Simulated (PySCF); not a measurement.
**Cobalt: a sound run and one with changed settings**

Sound run: Co [Ar] 3d7 4s2, Co⁺ [Ar] 3d8. All numbers are calculated (PySCF 2.14, no relativity, point nucleus, in 6-31G* (5s4p2d1f, 34 functions)). The sound run starts from symmetry-adapted Hartree-Fock orbitals and uses a fine grid where one is needed.

A second run was set up differently.

```
species  method  sound run (hartree)  changed run (hartree)  converged
     Co     UHF          -1381.19882            -1380.77012         no
     Co    MN15          -1382.61299            -1382.62226         no
     Co    TPSS          -1382.52177            -1382.45452         no
    Co⁺     UHF          -1380.86053            -1380.82567         no
    Co⁺    MN15          -1382.31111            -1382.23912         no
    Co⁺    TPSS          -1382.19673            -1382.14688         no
```

Problem. What was changed?
A. level shift left on
B. a valence shell is frozen
C. radial grid too coarse
D. minimal basis

Solution. A. It used initial guess sap, at most 50 SCF cycles, level shift 2.0 hartree. A level shift slows the SCF but leaves a converged energy unchanged.
